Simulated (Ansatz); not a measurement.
Wavefunction ladder for `[CH3][W]([F])(=[S])=[S]`

```xyz
8

C    -0.359   -0.075   -1.052
W     0.358    0.148    0.897
F     1.357    1.700    1.015
S    -1.386    0.154    2.094
S     1.470   -1.617    1.245
H     0.498   -0.118   -1.732
H    -0.986    0.791   -1.291
H    -0.952   -0.983   -1.175
```

Charge 0, multiplicity 1. Correlated methods include outer-core shells of W, which these sets cover unevenly. W: def2 effective core potential. All single points use the PBE0-D4/def2-TZVP geometry. Frozen core, restricted reference, Ansatz 0.2.0.

```
     basis      HF (Eh)  MP2 corr.
  def2-SVP  -1000.23645   -0.98382
def2-TZVPP  -1000.71531   -1.29524
def2-QZVPP  -1000.74522   -1.41886
```

(1) Estimate the CCSD correlation energy and the (T) correction in each basis where they were run (hartree).

## Answers

(1) 
```
     basis  CCSD corr.       (T)
  def2-SVP    -0.95827  -0.04948
def2-TZVPP    -1.26351  -0.07678
```
